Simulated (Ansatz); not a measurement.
Isolated molecules relaxed with PBE0-D4/def2-TZVP in Ansatz; ΔE leaves out vibrations. CCSD(T)/CBS is the MP2 limit (def2-TZVPP, def2-QZVPP) plus CCSD(T) − MP2 in def2-TZVPP, frozen cores. Functionals use def2-TZVPP. B3LYP here is the variant with VWN-RPA as its local correlation; programs differ in this. For Ge outer-core shells are correlated without core-valence functions, which leaves a few kJ/mol of doubt a bond. Scalar relativity is left out up to krypton. One conformer a species, not always the lowest.

`O=[C](O)[GeH3]` + `CCBCN` → `[CH3][GeH2][C](=O)O` + `CBCN`  (redistribution)

```json
{"level": "PBE-D4", "ΔE (kcal/mol)": "-9.9", "difference from CCSD(T)/CBS": "0.7"}
{"level": "r2SCAN-D4", "ΔE (kcal/mol)": "-10.5", "difference from CCSD(T)/CBS": "0.1"}
{"level": "PBE0-D4", "ΔE (kcal/mol)": "-10.0", "difference from CCSD(T)/CBS": "0.6"}
{"level": "B3LYP-D4", "ΔE (kcal/mol)": "-10.1", "difference from CCSD(T)/CBS": "0.5"}
{"level": "ωB97X-V", "ΔE (kcal/mol)": "-9.9", "difference from CCSD(T)/CBS": "0.7"}
{"level": "ωB97M-V", "ΔE (kcal/mol)": "-10.3", "difference from CCSD(T)/CBS": "0.3"}
{"level": "B2PLYP", "ΔE (kcal/mol)": "-10.8", "difference from CCSD(T)/CBS": "-0.2"}
{"level": "PBE", "ΔE (kcal/mol)": "-10.1", "difference from CCSD(T)/CBS": "0.5"}
{"level": "r2SCAN", "ΔE (kcal/mol)": "-10.6", "difference from CCSD(T)/CBS": "0.0"}
{"level": "PBE0", "ΔE (kcal/mol)": "-10.1", "difference from CCSD(T)/CBS": "0.5"}
{"level": "B3LYP", "ΔE (kcal/mol)": "-10.4", "difference from CCSD(T)/CBS": "0.2"}
{"level": "HF/def2-TZVPP", "ΔE (kcal/mol)": "-9.9", "difference from CCSD(T)/CBS": "0.7"}
{"level": "MP2/def2-TZVPP", "ΔE (kcal/mol)": "-11.6", "difference from CCSD(T)/CBS": "-1.0"}
{"level": "SCS-MP2/def2-TZVPP", "ΔE (kcal/mol)": "-10.9", "difference from CCSD(T)/CBS": "-0.3"}
{"level": "CCSD/def2-TZVPP", "ΔE (kcal/mol)": "-10.7", "difference from CCSD(T)/CBS": "-0.1"}
{"level": "CCSD(T)/def2-TZVPP", "ΔE (kcal/mol)": "-10.8", "difference from CCSD(T)/CBS": "-0.2"}
{"level": "HF/def2-QZVPP", "ΔE (kcal/mol)": "-9.7", "difference from CCSD(T)/CBS": "0.9"}
{"level": "MP2/def2-QZVPP", "ΔE (kcal/mol)": "-11.4", "difference from CCSD(T)/CBS": "-0.8"}
{"level": "SCS-MP2/def2-QZVPP", "ΔE (kcal/mol)": "-10.8", "difference from CCSD(T)/CBS": "-0.2"}
{"level": "HF/CBS(def2)", "ΔE (kcal/mol)": "-9.7", "difference from CCSD(T)/CBS": "0.9"}
{"level": "MP2/CBS(def2)", "ΔE (kcal/mol)": "-11.4", "difference from CCSD(T)/CBS": "-0.8"}
{"level": "CCSD/CBS(def2)", "ΔE (kcal/mol)": "-10.5", "difference from CCSD(T)/CBS": "0.1"}
{"level": "CCSD(T)/CBS", "ΔE (kcal/mol)": "-10.6", "difference from CCSD(T)/CBS": "0"}
```

Largest T1 diagnostic among the species: 0.015.

In def2-TZVPP, CCSD(T) changes the Hartree–Fock value by −0.8 kcal/mol (the triples alone add −0.1 kcal/mol) and MP2 by −1.6 kcal/mol.
